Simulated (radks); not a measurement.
Problem. Ionisation ladder of iodine, from I15+ to I27+. Each ion is in the ground configuration listed by NIST, and IE = E(next ion) - E(this ion). All-electron calculation, Dirac Kohn-Sham, PBE, spin-unpolarised, spherical densities, finite nucleus; open shells fill j = l - 1/2 first; Fermi nuclear charge, rms radius 4.75 fm. Program: a radial shooting solver on a logarithmic mesh with Libxc functionals.

| species | configuration | IE, Delta-SCF (eV) | -e(HOMO) (eV) | HOMO | <r> HOMO (bohr) |
|---|---|---|---|---|---|
| I15+ | [Kr] 4d2 | 364.99 | 350.32 | 4d3/2 | 0.765 |
| I16+ | [Kr] 4d1 | 394.76 | 379.77 | 4d3/2 | 0.753 |
| I17+ | [Kr] | ? | 490.45 | 4p3/2 | 0.716 |
| I18+ | [Ar] 3d10 4s2 4p5 | 537.92 | 521.99 | 4p3/2 | 0.708 |
| I19+ | [Ar] 3d10 4s2 4p4 | ? | 553.91 | 4p3/2 | 0.701 |
| I20+ | [Ar] 3d10 4s2 4p3 | 602.47 | 586.19 | 4p3/2 | 0.693 |
| I21+ | [Ar] 3d10 4s2 4p2 | 651.39 | 634.55 | 4p1/2 | 0.669 |
| I22+ | [Ar] 3d10 4s2 4p1 | 685.23 | 668.27 | 4p1/2 | 0.663 |
| I23+ | [Ar] 3d10 4s2 | ? | 751.99 | 4s1/2 | 0.649 |
| I24+ | [Ar] 3d10 4s1 | 804.22 | 786.64 | 4s1/2 | 0.644 |
| I25+ | [Ar] 3d10 | 1397.8 | 1358.8 | 3d5/2 | 0.281 |
| I26+ | [Ar] 3d9 | ? | 1437.2 | 3d5/2 | 0.277 |
| I27+ | [Ar] 3d8 | 1557.7 | 1517.1 | 3d5/2 | 0.274 |

Estimate the withheld Delta-SCF values.

Solution. I17+: 506.18 eV (NIST 505); I19+: 570.03 eV (NIST 569); I23+: 769.27 eV (NIST 762); I26+: 1477.0 eV (NIST 1472).

Beside tabulated values, note that spin-unpolarised runs miss the spin-polarisation part of the exchange energy of open shells.
